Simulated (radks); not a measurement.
Results of a calculation; reference values are marked as such.
The gadolinium ion Gd2+, 62 electrons, occupied as [Xe] 4f7 5d1 (the NIST ground configuration). Code: a radial shooting solver on a logarithmic mesh with Libxc functionals. Model: scalar-relativistic Kohn-Sham, MS2 meta-GGA, spin-polarised, spherical densities, finite nucleus; open shells are filled with parallel spins first (spin-orbit coupling, left out, can overturn this in heavy ions); meta-GGA in the generalised Kohn-Sham scheme; Fermi nuclear charge, rms radius 5.1569 fm.

Normalised radial functions P(r) = r R(r), r in bohr:

r,4d down,5s up,4f down
0.003545,0.0003,0.1101,0.0000
0.004805,0.0006,0.1308,0.0000
0.00646,0.0015,0.1488,0.0000
0.008755,0.0033,0.1601,0.0000
0.01187,0.0075,0.1563,0.0001
0.01608,0.0166,0.1272,0.0002
0.02179,0.0359,0.0631,0.0005
0.0293,0.0732,-0.0349,0.0015
0.03971,0.1449,-0.1549,0.0043
0.05382,0.2672,-0.2454,0.0118
0.07294,0.4475,-0.2306,0.0304
0.09807,0.6513,-0.0624,0.0715
0.1329,0.7912,0.2126,0.1572
0.1801,0.6899,0.3730,0.3099
0.2441,0.2102,0.1788,0.5351
0.3309,-0.5638,-0.2971,0.7988
0.4448,-1.2202,-0.5514,1.0042
0.6029,-1.3792,-0.1878,1.0622
0.817,-1.0088,0.5589,0.9455
1.107,-0.4955,1.0144,0.7216
1.489,-0.1657,0.8920,0.4837
2.018,-0.0341,0.4728,0.2808
2.734,-0.0035,0.1499,0.1390
3.706,-0.0001,0.0258,0.0549
5.022,0.0000,0.0020,0.0154
6.753,0.0000,0.0001,0.0028
9.152,0.0000,0.0000,0.0003

4d down: eigenvalue -157.93 eV, 1 radial node at r = 0.267 bohr, <r> = 0.637 bohr, 90 % of the charge inside 0.956 bohr. 5s up: eigenvalue -64.824 eV, 4 radial nodes at r = 0.0266, 0.106, 0.276, 0.654 bohr, <r> = 1.33 bohr, 90 % of the charge inside 1.91 bohr. 4f down (empty): eigenvalue -17.659 eV, 0 radial nodes, <r> = 0.896 bohr, 90 % of the charge inside 1.56 bohr.
